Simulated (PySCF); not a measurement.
Cl₄Ta, charge +1, multiplicity 1. Atoms are numbered in the order given.

```xyz
5

Ta     0.0000     0.0000     0.0000
Cl     1.2905     1.2905    -1.2905
Cl    -1.2905     1.2905     1.2905
Cl    -1.2905    -1.2905    -1.2905
Cl     1.2905    -1.2905     1.2905
```
Charge +1, spin multiplicity 1.

Coordinates come from a PBE-D3(BJ)/def2-SVP optimisation. The multiplicity is an assumed one; no other spin state was optimised. The isomer is the one that the SMILES or the coordinates give; other isomers of the formula were not compared. The def2 effective core potentials stand for the cores of Ta; spin–orbit coupling is left out.

The numbers are results of TDDFT-PBE/def2-SVPD in PySCF 2.14.0, not measurements.

Vertical excitations; the highest root listed may be one member of a degenerate set. The molecule is in vacuum. State labels are in the subgroup D2.

```csv
state,symmetry,energy (eV),λ (nm),f,main pairs
S1,B2,4.25,291,0.000,"HOMO−1→LUMO, HOMO−1→LUMO+1 (degenerate set)"
S2,B1,4.25,291,0.000,HOMO−2→LUMO+1 (degenerate set)
S3,B3,4.25,291,0.000,"HOMO→LUMO, HOMO→LUMO+1 (degenerate set)"
S4,B3,4.50,276,0.020,"HOMO→LUMO+1, HOMO→LUMO (degenerate set)"
S5,B1,4.50,276,0.020,HOMO−2→LUMO (degenerate set)
S6,B2,4.50,276,0.020,"HOMO−1→LUMO+1, HOMO−1→LUMO (degenerate set)"
S7,B3,4.87,255,0.000,"HOMO−3→LUMO+1, HOMO−3→LUMO (degenerate set)"
S8,B1,4.87,255,0.000,HOMO−5→LUMO (degenerate set)
S9,B2,4.87,255,0.000,"HOMO−4→LUMO+1, HOMO−4→LUMO (degenerate set)"
S10,B2,5.06,245,0.010,"HOMO−4→LUMO 48 %, HOMO−4→LUMO+1 24 %, HOMO−2→LUMO+4 10 %, HOMO→LUMO+2 10 %"
T1,B1,4.02,308,0,HOMO−2→LUMO (degenerate set)
T2,B3,4.02,308,0,"HOMO→LUMO+1, HOMO→LUMO (degenerate set)"
T3,B2,4.02,308,0,"HOMO−1→LUMO+1, HOMO−1→LUMO (degenerate set)"
T4,B2,4.13,300,0,"HOMO−1→LUMO 66 %, HOMO−1→LUMO+1 33 %"
```
Triplets are in the Tamm–Dancoff approximation, which puts them higher than full response would, so one can lie above its singlet here.
